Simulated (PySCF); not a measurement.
C4H10N, doublet, at a GFN2-xTB geometry; DF-B3LYP/6-311++G** run with PySCF.

The PySCF input:
```python
from pyscf import gto, scf, dft
import numpy

mol = gto.M(
    atom='''
C     0.67820005   -0.41699441    1.29444918
C     0.02857092   -0.02960167    0.02237235
C    -0.90329571   -1.12664449   -0.49435635
C     1.05588681    0.34741539   -1.04597549
N    -0.80498467    1.17133937    0.27104294
H     0.13254030   -0.98583015    2.02430752
H     1.56583299    0.09255802    1.62075569
H    -1.63236915   -1.39634447    0.26643342
H    -1.43433206   -0.77216324   -1.37336694
H    -0.33024515   -2.01216935   -0.75474050
H     0.54531946    0.71729722   -1.93074925
H     1.72006284    1.12597566   -0.67746316
H     1.65311761   -0.51991661   -1.31316773
H    -1.51135369    0.97099308    0.97128310
H    -0.22985286    1.93517531    0.61046915
''',
    basis='6-311++g**',
    spin=1,
    verbose=4,
)
print('smallest overlap eigenvalue', numpy.linalg.eigvalsh(mol.intor('int1e_ovlp'))[0])

mf = dft.UKS(mol)
mf.xc = 'b3lyp'
mf = mf.density_fit(auxbasis='def2-universal-jkfit')
mf = scf.addons.remove_linear_dep_(mf, threshold=1e-8, lindep=1e-8)
mf.kernel()
```

It wrote (shortened):

```
PySCF version 2.14.0

[INPUT] verbose = 4
[INPUT] num. atoms = 15
[INPUT] num. electrons = 41
[INPUT] charge = 0
[INPUT] spin (= nelec alpha-beta = 2S) = 1
[INPUT] symmetry False subgroup None
[INPUT] Mole.unit = angstrom
[INPUT] Symbol           X                Y                Z      unit          X                Y                Z       unit  Magmom
[INPUT]  1 C      0.678200050000  -0.416994410000   1.294449180000 AA    1.281612352166  -0.788005230375   2.446154432368 Bohr   0.0
[INPUT]  2 C      0.028570920000  -0.029601670000   0.022372350000 AA    0.053991213927  -0.055939049130   0.042277614263 Bohr   0.0
[INPUT]  3 C     -0.903295710000  -1.126644490000  -0.494356350000 AA   -1.706981501395  -2.129049525850  -0.934198109440 Bohr   0.0
[INPUT]  4 C      1.055886810000   0.347415390000  -1.045975490000 AA    1.995336889441   0.656519938559  -1.976607209108 Bohr   0.0
[INPUT]  5 N     -0.804984670000   1.171339370000   0.271042940000 AA   -1.521200560773   2.213510608221   0.512196924597 Bohr   0.0
[INPUT]  6 H      0.132540300000  -0.985830150000   2.024307520000 AA    0.250464867468  -1.862948988839   3.825386804698 Bohr   0.0
[INPUT]  7 H      1.565832990000   0.092558020000   1.620755690000 AA    2.958995507909   0.174909308432   3.062784368930 Bohr   0.0
[INPUT]  8 H     -1.632369150000  -1.396344470000   0.266433420000 AA   -3.084730627689  -2.638708623851   0.503486194231 Bohr   0.0
[INPUT]  9 H     -1.434332060000  -0.772163240000  -1.373366940000 AA   -2.710494765083  -1.459177047057  -2.595287385132 Bohr   0.0
[INPUT] 10 H     -0.330245150000  -2.012169350000  -0.754740500000 AA   -0.624072887466  -3.802448987744  -1.426252840117 Bohr   0.0
[INPUT] 11 H      0.545319460000   0.717297220000  -1.930749250000 AA    1.030504429796   1.355495295712  -3.648587297709 Bohr   0.0
[INPUT] 12 H      1.720062840000   1.125975660000  -0.677463160000 AA    3.250447684642   2.127785620326  -1.280219831882 Bohr   0.0
[INPUT] 13 H      1.653117610000  -0.519916610000  -1.313167730000 AA    3.123939534596  -0.982500000512  -2.481527365317 Bohr   0.0
[INPUT] 14 H     -1.511353690000   0.970993080000   0.971283100000 AA   -2.856044551451   1.834910990048   1.835459048419 Bohr   0.0
[INPUT] 15 H     -0.229852860000   1.935175310000   0.610469150000 AA   -0.434358954348   3.656951338920   1.153619500996 Bohr   0.0

nuclear repulsion = 191.210369326613
number of shells = 100
number of NR pGTOs = 265
number of NR cGTOs = 180
basis = 6-311++g**
ecp = {}
input.py:31: DeprecationWarning: remove_linear_dep_ is deprecated and will be removed in a future release. Linear dependency handling is now built into the SCF procedure by default. Linear dependency removal can be controlled using the following settings:
  pyscf.scf.hf.remove_overlap_zero_eigenvalue = True
  pyscf.scf.hf.overlap_zero_eigenvalue_threshold = 1e-6

  mf = scf.addons.remove_linear_dep_(mf, threshold=1e-8, lindep=1e-8)
smallest overlap eigenvalue 2.2950428656004625e-05

******** <class 'pyscf.df.df_jk.DFUKS'> ********
method = DFUKS
initial guess = minao
damping factor = 0
level_shift factor = 0
DIIS = <class 'pyscf.scf.diis.CDIIS'>
diis_start_cycle = 1
diis_space = 8
diis_damp = 0
SCF conv_tol = 1e-09
SCF conv_tol_grad = None
SCF max_cycles = 50
direct_scf = False
number electrons alpha = 21  beta = 20
XC library pyscf.dft.libxc version 7.1.2
    S. Lehtola, C. Steigemann, M. J. T. Oliveira, and M. A. L. Marques,  SoftwareX 7, 1–5 (2018)
XC functionals = b3lyp
    P. J. Stephens, F. J. Devlin, C. F. Chabalowski, and M. J. Frisch,  J. Phys. Chem. 98, 11623 (1994)
radial grids:
    Treutler-Ahlrichs [JCP 102, 346 (1995); DOI:10.1063/1.469408] (M4) radial grids

becke partition: Becke, JCP 88, 2547 (1988); DOI:10.1063/1.454033
pruning grids: <function nwchem_prune>
grids dens level: 3
symmetrized grids: False
atomic radii adjust function: <function treutler_atomic_radii_adjust>
small_rho_cutoff = 0
Set gradient conv threshold to 3.16228e-05
tot grids = 168456
******** <class 'pyscf.df.df.DF'> ********
auxbasis = def2-universal-jkfit
init E= -213.436548513764

cycle= 1 E= -213.138042709834  delta_E= 0.299  |g|= 0.354  |ddm|= 2.64
cycle= 2 E= -213.10403737959  delta_E= 0.034  |g|= 0.448  |ddm|= 1.66
cycle= 3 E= -213.201972948406  delta_E= -0.0979  |g|= 0.0606  |ddm|= 1.29
cycle= 4 E= -213.20325801245  delta_E= -0.00129  |g|= 0.03  |ddm|= 0.123
cycle= 5 E= -213.203697009141  delta_E= -0.000439  |g|= 0.00671  |ddm|= 0.042
cycle= 6 E= -213.203718129794  delta_E= -2.11e-05  |g|= 0.00296  |ddm|= 0.0195
cycle= 7 E= -213.203724015088  delta_E= -5.89e-06  |g|= 0.000818  |ddm|= 0.00833
cycle= 8 E= -213.203724637461  delta_E= -6.22e-07  |g|= 0.000202  |ddm|= 0.0026
cycle= 9 E= -213.203724663523  delta_E= -2.61e-08  |g|= 0.000112  |ddm|= 0.00107
cycle= 10 E= -213.203724670399  delta_E= -6.88e-09  |g|= 3e-05  |ddm|= 0.000232
cycle= 11 E= -213.203724670973  delta_E= -5.74e-10  |g|= 7.11e-06  |ddm|= 0.000148
Extra cycle  E= -213.203724670998  delta_E= -2.56e-11  |g|= 5.79e-06  |ddm|= 3.76e-05
converged SCF energy = -213.203724670998  <S^2> = 0.75460059  2S+1 = 2.0045953
```
